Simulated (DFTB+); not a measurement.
DFTB+ input (SCC-DFTB): The folder sk holds the Slater-Koster set scc that CP2K ships.

```
Geometry = xyzFormat {
4

C      0.01425900    -0.00055500    -0.74078200
O      0.00715200     0.00561000     0.56769200
H      0.88752300     0.26011200     0.88741300
H     -1.03029300    -0.30166700    -0.98425100
}
Hamiltonian = DFTB {
  SCC = Yes
  SCCTolerance = 1e-8
  MaxSCCIterations = 300
  Charge = 0
  SlaterKosterFiles = Type2FileNames {
    Prefix = "sk/"
    Separator = ""
    Suffix = ".spl"
    LowerCaseTypeName = Yes
  }
  MaxAngularMomentum {
    C = "p"
    H = "s"
    O = "p"
  }
  Filling = Fermi { Temperature [K] = 0 }
}
ParserOptions { ParserVersion = 14 }
```

Output:

```
|===============================================================================
|
|
|  Copyright (C) 2006 - 2025  DFTB+ developers group
|
|===============================================================================
|
|  When publishing results obtained with DFTB+, please cite the following
|  reference:
|
|    Recent Developments in DFTB+, a Software Package for Efficient Atomistic
|    Quantum Mechanical Simulations, J. Phys. Chem. A 129, 5373−5390 (2025).
|    [https://doi.org/10.1021/acs.jpca.5c01146]
|
|  You should also cite additional publications crediting the parametrization
|  data you use. Please consult the documentation of the SK-files for the
|  references.
|
|===============================================================================

Reading input file 'dftb_in.hsd'
Parser version: 14

--------------------------------------------------------------------------------
Reading SK-files:
./sk/cc.spl
./sk/co.spl
./sk/ch.spl
./sk/oo.spl
./sk/oh.spl
./sk/hh.spl
Done.

Processed input in HSD format written to 'dftb_pin.hsd'

Starting initialization...
--------------------------------------------------------------------------------
Mode:                        Static calculation
Self consistent charges:     Yes
SCC-tolerance:                 0.100000E-07
Max. scc iterations:                    300
Shell resolved Hubbard:      No
Spin polarisation:           No
Nr. of up electrons:             6.000000
Nr. of down electrons:           6.000000
Periodic boundaries:         No
Electronic solver:           Relatively robust
Mixer:                       Broyden mixer
Mixing parameter:                  0.200000
Nr. of chrg. vec. in memory:            300
Max. SCC-cycles:                        300
Electronic temperature:              0.100000E-07 H      0.272114E-06 eV
Initial charges:             Set automatically (system chrg:   0.000E+00)
Included shells:             C:  s, p
                             O:  s, p
                             H:  s
Extra options:
                             Mulliken analysis

--------------------------------------------------------------------------------

***  Geometry step: 0

 iSCC Total electronic   Diff electronic      SCC error
    1   -0.58148571E+01    0.00000000E+00    0.37795945E+00
    2   -0.58165558E+01   -0.58148571E+01    0.28322779E+00
    3   -0.58184870E+01   -0.16987013E-02    0.26976102E-01
    4   -0.58185258E+01   -0.19311742E-02    0.46038230E-02
    5   -0.58185267E+01   -0.38744131E-04    0.41226107E-03
    6   -0.58185267E+01   -0.96580533E-06    0.48393932E-04
    7   -0.58185267E+01   -0.10158367E-07    0.11876087E-06
>> Charges saved for restart in charges.bin
    8   -0.58185267E+01   -0.13194157E-09    0.18707080E-09

Total Energy:                       -5.6902490605 H         -154.8396 eV
Extrapolated to 0K:                 -5.6902490605 H         -154.8396 eV
Total Mermin free energy:           -5.6902490605 H         -154.8396 eV
Force related energy:               -5.6902490605 H         -154.8396 eV

 Fermi distribution function

Calculation with static geometry

********************************************************************************
 iSCC Total electronic   Diff electronic      SCC error
    8   -0.58185267E+01   -0.13194157E-09    0.18707080E-09
********************************************************************************

 Total charge:    -0.00000000

 Atomic gross charges (e)
 Atom           Charge
    1      -0.17627027
    2      -0.16676163
    3       0.29841269
    4       0.04461922

Nr. of electrons (up):     12.00000000
Atom populations (up)
 Atom       Population
    1       4.17627027
    2       6.16676163
    3       0.70158731
    4       0.95538078

l-shell populations (up)
 Atom Sh.   l       Population
    1   1   0       1.53787825
    1   2   1       2.63839202
    2   1   0       1.71029381
    2   2   1       4.45646782
    3   1   0       0.70158731
    4   1   0       0.95538078

Orbital populations (up)
 Atom Sh.   l   m       Population  Label
    1   1   0   0       1.53787825  s
    1   2   1  -1       0.47267899  p_y
    1   2   1   0       0.95102464  p_z
    1   2   1   1       1.21468839  p_x
    2   1   0   0       1.71029381  s
    2   2   1  -1       1.58573384  p_y
    2   2   1   0       1.35642173  p_z
    2   2   1   1       1.51431226  p_x
    3   1   0   0       0.70158731  s
    4   1   0   0       0.95538078  s

Fermi level:                        -0.1401298527 H           -3.8131 eV
Band energy:                        -5.5495371028 H         -151.0106 eV
TS:                                  0.0000000000 H            0.0000 eV
Band free energy (E-TS):            -5.5495371028 H         -151.0106 eV
Extrapolated E(0K):                 -5.5495371028 H         -151.0106 eV
Input / Output electrons (q):     12.0000000000     12.0000000000

Energy H0:                          -5.8281904308 H         -158.5931 eV
Energy SCC:                          0.0096636865 H            0.2630 eV
Total Electronic energy:            -5.8185267442 H         -158.3302 eV
Repulsive energy:                    0.1282776838 H            3.4906 eV
Total energy:                       -5.6902490605 H         -154.8396 eV
Extrapolated to 0:                  -5.6902490605 H         -154.8396 eV
Total Mermin free energy:           -5.6902490605 H         -154.8396 eV
Force related energy:               -5.6902490605 H         -154.8396 eV

Non-constrained calculation

SCC converged

Dipole moment:    0.40661448    0.11966287    0.48529558 au
Dipole moment:    1.03351100    0.30415271    1.23349844 Debye
```

The geometry given is a B3LYP-D3(BJ)/def2-TZVP minimum.
